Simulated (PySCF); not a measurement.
Species: C₆H₁₀O.
Bonds: C1–O2, O2–C3, C3–C4, C4–C5, C4–C6 (double), C6–C7, C3–C6. Hydrogens: H8, H9, H10 on C1; H11 on C3; H12, H13, H14 on C5; H15, H16, H17 on C7.

Level: B3LYP/def2-SVPD in PySCF, non-relativistic, on one gas-phase PBE0-D3(BJ)/def2-SVP geometry that isn't relaxed in the solvent. The solvent is an IEF-PCM continuum (van der Waals radii × 1.2), and excitations are vertical TDDFT with non-equilibrium linear response and a frozen core. Specific hydrogen bonds and non-electrostatic terms are outside this model.

Gas-phase singlets (H = HOMO, L = LUMO):

```
state  E (eV)  λ (nm)      f  leading configurations
   S1   5.886     211  0.003  H→L+1 82%, H-1→L+1 12%
   S2   6.161     201  0.007                 H→L 93%
   S3   6.345     195  0.005               H-1→L 96%
   S4   6.733     184  0.101  H-1→L+1 44%, H→L+2 26%
   S5   6.765     183  0.032  H→L+2 66%, H-1→L+1 16%
```

Problem. Give the list for benzene (ε = 2.271), n² = 2.25.

Solution. 
```csv
state,E (eV),λ (nm),f,leading configurations,change by rank (eV)
S1,5.957,208,0.004,"H→L+1 66%, H-1→L+1 18%",+0.071
S2,6.248,198,0.008,"H→L 83%, H→L+1 14%",+0.087
S3,6.397,194,0.007,H-1→L 89%,+0.052
S4,6.718,185,0.225,"H-1→L+1 60%, H-2→L+1 13%",-0.015
S5,6.858,181,0.004,H→L+2 91%,+0.093
```

Problem. How does the list change in methanol (ε = 32.61)?

Solution. 
```json
{"state": "S1", "E (eV)": "6.032", "λ (nm)": "206", "f": "0.003", "leading configurations": "H→L 36%, H-1→L 26%", "change by rank (eV)": "+0.146"}
{"state": "S2", "E (eV)": "6.348", "λ (nm)": "195", "f": "0.006", "leading configurations": "H→L+1 63%, H→L 34%", "change by rank (eV)": "+0.187"}
{"state": "S3", "E (eV)": "6.477", "λ (nm)": "191", "f": "0.006", "leading configurations": "H-1→L+1 49%, H-1→L 46%", "change by rank (eV)": "+0.132"}
{"state": "S4", "E (eV)": "6.773", "λ (nm)": "183", "f": "0.210", "leading configurations": "H-1→L+1 29%, H-1→L 21%", "change by rank (eV)": "+0.040"}
{"state": "S5", "E (eV)": "6.995", "λ (nm)": "177", "f": "0.002", "leading configurations": "H→L+2 92%", "change by rank (eV)": "+0.230"}
```

Problem. How do the frontier levels move from gas to methanol?

Solution. 
| orbital | gas (eV) | solvent (eV) | change (eV) |
| --- | --- | --- | --- |
| LUMO+2 | 0.89 | 1.03 | +0.14 |
| LUMO+1 | 0.41 | 0.47 | +0.06 |
| LUMO | 0.33 | 0.43 | +0.10 |
| HOMO | -6.66 | -6.77 | -0.11 |
| HOMO-1 | -6.87 | -6.91 | -0.04 |
| HOMO-2 | -7.89 | -7.99 | -0.10 |
| HOMO-3 | -8.94 | -8.94 | 0.00 |

The HOMO–LUMO gap goes from 6.99 to 7.21 eV. Rows go by rank; for LUMO and LUMO+1 the atom shares or the degeneracy differ between the runs, so the row needn't follow one orbital.

Conformer computed: `[CH3:1][O:2][CH:3]1[C:4]([CH3:5])=[C:6]1[CH3:7]`: C1–O2–C3–C4 153°.
